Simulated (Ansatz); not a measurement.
Reaction (cleavage of the Si–Si bond): `O[SiH](O)[SiH](Cl)Cl` + `[OH][GeH3]` → `O[SiH](O)[O][GeH3]` + `Cl[SiH2]Cl`

Program: Ansatz. Geometries: PBE0-D4/def2-TZVP. ΔE: electronic, gas phase. CBS: MP2 limit from def2 TZ/QZ plus the TZ coupled-cluster correction, frozen cores. Functionals use def2-TZVPP. B3LYP here is the variant with VWN-RPA as its local correlation; programs differ in this. For Ge outer-core shells are correlated without core-valence functions, which leaves a few kJ/mol of doubt a bond. Scalar relativity is left out up to krypton. Each species was taken in one conformer, which may not be the lowest.

| level | ΔE (kJ/mol) |
| --- | --- |
| PBE-D4 | -116.4 |
| r2SCAN-D4 | -142.1 |
| B2PLYP | -151.4 |
| r2SCAN | -143.1 |
| B3LYP | -145.8 |
| CCSD/def2-TZVPP | -156.0 |
| CCSD(T)/def2-TZVPP | -151.7 |
| HF/def2-QZVPP | -179.6 |

(1) What does CCSD(T)/CBS give? (An estimate is asked.)

Largest T1 diagnostic among the species: 0.012.

Results:

(1) The calculation gave: -148.6 kJ/mol. The listed levels differ from it by 32.2, 6.5, -2.8, 5.5, 2.8, -7.4, -3.1, -31.0 kJ/mol.

From PBE to PBE0 (25 % exact exchange), in def2-TZVPP and without D4, ΔE moves by −12.4 kJ/mol. In def2-TZVPP, CCSD(T) changes the Hartree–Fock value by +25.5 kJ/mol (the triples alone add +4.2 kJ/mol) and MP2 by +21.5 kJ/mol. The D4 term adds +5.2 kJ/mol with B3LYP and +3.1 kJ/mol with PBE0; it sums over pairs of atoms, weighted by their polarisabilities, and B3LYP, whose exchange is more repulsive, gets the larger term.
